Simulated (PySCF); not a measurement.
Lowest singlet excitation (eV) of eight silicon and germanium compounds: TDDFT-PBE beside TDDFT-B3LYP, computed with PySCF for isolated molecules in the bases named; differences from unrounded values. The eight are the first of their class met in an unordered collection, after screening for sound electronic states; none was chosen by its value. Each molecule has one DFT geometry for both levels.

```csv
molecule,basis,TDDFT-B3LYP
"C2H7FSSi, SMILES [Si](C)(S)(F)C",def2-SVPD,5.77
"Ge(F)2(Br)(OH) (BrF2GeHO), SMILES [OH][Ge]([F])([F])[Br]",def2-SVPD,5.93
"CH4ClFOSi2, SMILES O=C([SiH2]F)[SiH2]Cl",def2-SVPD,2.44
"CH4ClF2NSi, SMILES Cl[Si](F)(F)NC",def2-SVPD,6.30
"C2H4GeN2, SMILES N(/C#N)=[CH]/[GeH3]",def2-SVPD,3.50
"Cl3H2NSi, SMILES N[Si](Cl)(Cl)Cl",def2-SVPD,6.45
"Ge(H)(OH)(NH2)2 (GeH6N2O), SMILES [NH2][GeH]([NH2])[OH]",def2-SVPD,6.23
"F2GeH4OSi, SMILES F[SiH](F)[O][GeH3]",def2-SVPD,7.30
```

Task: Estimate the TDDFT-PBE values and say how TDDFT-PBE differs from TDDFT-B3LYP over the set. (The exact figures need the calculation; the answer reports its results.)

Result: 
```tsv
molecule	TDDFT-PBE	difference
C2H7FSSi, SMILES [Si](C)(S)(F)C	5.49	-0.28
Ge(F)2(Br)(OH) (BrF2GeHO), SMILES [OH][Ge]([F])([F])[Br]	5.52	-0.41
CH4ClFOSi2, SMILES O=C([SiH2]F)[SiH2]Cl	2.32	-0.12
CH4ClF2NSi, SMILES Cl[Si](F)(F)NC	5.73	-0.57
C2H4GeN2, SMILES N(/C#N)=[CH]/[GeH3]	3.28	-0.22
Cl3H2NSi, SMILES N[Si](Cl)(Cl)Cl	5.71	-0.73
Ge(H)(OH)(NH2)2 (GeH6N2O), SMILES [NH2][GeH]([NH2])[OH]	5.58	-0.65
F2GeH4OSi, SMILES F[SiH](F)[O][GeH3]	6.76	-0.54
```
TDDFT-PBE lies below TDDFT-B3LYP in 8 and above it in 0 of the eight; the mean signed difference is -0.44 and the largest -0.73 eV.
